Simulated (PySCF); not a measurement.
**Mo²⁺: ionisation energy**

Mo²⁺ [Kr] 4d4 (5D) → Mo³⁺ [Kr] 4d3 (4F), as a difference of total energies. Calculation: PySCF 2.14, in cc-pVTZ-PP with ECP28MDF (5s5p4d2f1g, 63 functions); a scalar-relativistic core potential. Correlated levels: valence: 4s2 4p6 frozen. The calculations carry no spin-orbit coupling.

| method | ionisation energy (eV) |
| --- | --- |
| UHF | 26.064 |
| BP86 | 27.322 |
| LDA | 27.534 |
| MP2 (valence) | 26.597 |
| SCS-MP2 (valence) | 26.242 |

Problem. How much does correlation contribute at MP2 (valence)?

Solution. 26.597 − (26.064) = 0.533 eV, measured against UHF.

The reference lies between the lowest fine-structure levels, while these numbers refer to the centres of the terms.

Errors of the correlated levels include the incompleteness of this basis and the frozen core.

For comparison: 27.13 ± 0.12 eV (semi-empirical (NIST evaluation); NIST Atomic Spectra Database, ionization energies).
